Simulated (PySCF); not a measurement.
Atoms are numbered as in `[O:1]=[C:2]([F:3])[c:4]1[cH:5][cH:6][c:7]([C:8](=[O:9])[F:10])[o:11]1` (H(Xn): hydrogen on atom n).

One conformer, no solvent, non-relativistic, averaged over atoms made equivalent by symmetry, fast rotation or ring inversion. Structure optimised with GFN2-xTB; PBE0/pcSseg-1 with gauge-including orbitals; PySCF.

References, each an isolated molecule treated in the same way: ¹³C (σref 186.93) and ¹H (σref 31.72) vs TMS; ¹⁷O (σref 336.08) vs H2O; ¹⁹F (σref 170.95) vs CFCl3.

```tsv
atoms	nucleus	count	Hirshfeld charge	δ (ppm)
C2/C8	¹³C	2	0.22	154.4
F3/F10	¹⁹F	2	-0.09	26.8
O11	¹⁷O	1	-0.03	?
C4/C7	¹³C	2	0.06	?
C5/C6	¹³C	2	-0.05	132.6
H(C5)/H(C6)	¹H	2	0.07	7.74
O1/O9	¹⁷O	2	-0.21	443.4
```

**Question.** Complete the table.

**Answer.** 
- C4/C7: 151.2 ppm, substituted aromatic carbon next to the ring oxygen
- O11: 317.1 ppm, aromatic ring oxygen

Shifts are as computed. Against solution values, carbons near 30 ppm lie about +3 ppm off and those near 130 ppm about +5 ppm. Of 1211 compounds with measured shifts, 218 miss one by over three times the rms of a fit or turn the order of signals round; such compounds aren't used in these exercises. Unscaled 19F shifts against computed CFCl3 carry errors that often reach 10 to 50 ppm. Unscaled 17O shifts of doubly bonded oxygen tend to come out too high, by tens of ppm or more. Experimental scales use liquid or dissolved standards, which lie at an offset from isolated H2O (liquid H2O: subtract about 36 ppm).
